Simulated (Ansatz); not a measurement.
C₇H₁₃AlS₂⁺, that is AlMe2(sacsac) with one electron fewer. Charge 1, multiplicity 2. Geometry PBE-D4/def2-SVP; atoms count from 1.

```xyz
23

Al    1.139   -0.048   -1.334
C     1.691    1.592   -2.391
H     1.152    2.458   -1.962
H     1.406    1.403   -3.444
H     2.788    1.686   -2.281
C     2.109   -1.654   -2.086
H     1.797   -2.536   -1.495
H     3.194   -1.453   -1.990
H     1.814   -1.745   -3.150
S    -1.132   -0.338   -1.400
C    -1.820   -0.220    0.171
C    -3.318   -0.349    0.168
C    -1.182   -0.007    1.410
C     0.155    0.184    1.829
C     0.380    0.408    3.298
S     1.593    0.227    0.898
H    -3.714   -0.580    1.175
H    -3.768    0.614   -0.163
H    -3.659   -1.117   -0.552
H    -1.893    0.012    2.253
H    -0.256   -0.266    3.906
H     0.082    1.449    3.556
H     1.440    0.281    3.585
```

Single mean-field runs in def2-TZVP are fitted with def2-universal-jkfit.

Question: Estimate the Mulliken populations from the PBE0/def2-TZVP orbitals of Ansatz.

Answer: 
```tsv
atom	charge (e)	spin (α − β)
Al1	0.35	0.02
C2	-0.47	0.33
H3	0.18	0.00
H4	0.18	0.00
H5	0.18	0.00
C6	-0.48	0.30
H7	0.18	0.01
H8	0.18	0.00
H9	0.18	0.00
S10	-0.06	0.18
C11	0.20	-0.07
C12	-0.37	0.00
C13	-0.25	0.16
C14	0.20	-0.07
C15	-0.38	0.00
S16	-0.06	0.16
H17	0.16	0.00
H18	0.19	0.00
H19	0.18	0.00
H20	0.17	-0.01
H21	0.17	0.00
H22	0.19	0.00
H23	0.18	0.00
```
Mulliken values depend strongly on the basis.

Question: Where does the spin sit?

Answer: Summed by element: Al 0.02, C 0.65, H -0.02, S 0.35, of 1 unpaired in all. Largest on single atoms: C2 0.33, C6 0.30, S10 0.18.

Question: And the Mayer bond orders between heavy atoms (over 0.3)?

Answer: Al1–C2 0.84 (2.03 Å); Al1–C6 0.86 (2.02 Å); Al1–S10 0.91 (2.29 Å); Al1–S16 0.89 (2.29 Å); S10–C11 1.34 (1.72 Å); C11–C12 0.96 (1.50 Å); C11–C13 1.38 (1.41 Å); C13–C14 1.34 (1.41 Å); C14–C15 0.97 (1.50 Å); C14–S16 1.37 (1.71 Å).
